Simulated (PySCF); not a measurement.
**Calculated NMR parameters of CC(=O)[Si]([SiH3])([SiH3])Cl**

* Formula: C2H9ClOSi3
* SMILES: CC(=O)[Si]([SiH3])([SiH3])Cl
* Point group of the computed structure: Cs
* Degrees of unsaturation: 1
* Carbon signals: 2
* Proton signals: 2

Mapped SMILES: `[CH3:1][C:2](=[O:3])[Si:4]([SiH3:5])([SiH3:6])[Cl:7]`. Each H is labelled by its parent atom.

Rapidly exchanging positions averaged, non-relativistic, no solvent model, single conformer. Geometry: GFN2-xTB; σ from GIAO-PBE0/pcSseg-1; PySCF 2.14.

δ = σ(ref) − σ, references computed at the same level: TMS for 1H (31.72 ppm) and 13C (186.93 ppm) and 29Si (349.16 ppm); 17O (336.08 ppm) vs H2O.

| carbon | δC, type | δH (multiplicity) | HMBC from (2–3 bonds) | span of the C tensor (ppm) |
| --- | --- | --- | --- | --- |
| C1 | 41.4, CH3 | 2.82 (s) | – | 72 |
| C2 | 251.4, C | – | H(Si5)/H(Si6), H(C1) | 256 |

Other nuclei:
| atoms | nucleus | environment | δ (ppm) | σ (ppm) |
| --- | --- | --- | --- | --- |
| H(Si5)/H(Si6) | 1H | hydrogen on a silicon bonded to Si | 3.62 | 28.09 |
| Si4 | 29Si | silicon bonded to C, Cl, 2 Si | -22.0 | 371.2 |
| Si5/Si6 | 29Si | silicon bonded to Si, 3 H | -104.4 | 453.6 |
| O3 | 17O | carbonyl oxygen | 845.5 | -509.4 |

Carbon types of the structure: 1 × C, 1 × CH3, leaving 6 H on heteroatoms. δC 251.4: carbonyl carbon. δC 41.4: methyl carbon α to a carbonyl; the adjacent C=O deshields it moderately. δH 3.62: hydrogen on a silicon bonded to Si. δH 2.82: hydrogen on a methyl carbon α to a carbonyl; α to C=O.

Shifts are as computed. Against solution values, carbons near 30 ppm lie about +3 ppm off and those near 130 ppm about +5 ppm. Of 1309 compounds with measured shifts, 239 miss one by over three times the rms of a fit or turn the order of signals round; such compounds aren't used in these exercises. Unscaled 17O shifts of doubly bonded oxygen tend to come out too high, by tens of ppm or more. Experimental scales use liquid or dissolved standards, which lie at an offset from isolated H2O (liquid H2O: subtract about 36 ppm). No couplings were computed; multiplicities are counted from neighbouring protons, with m where these are inequivalent, close in shift, in a saturated or five-membered ring or joined by F or P, and br s for small geminal =CH2 splittings.
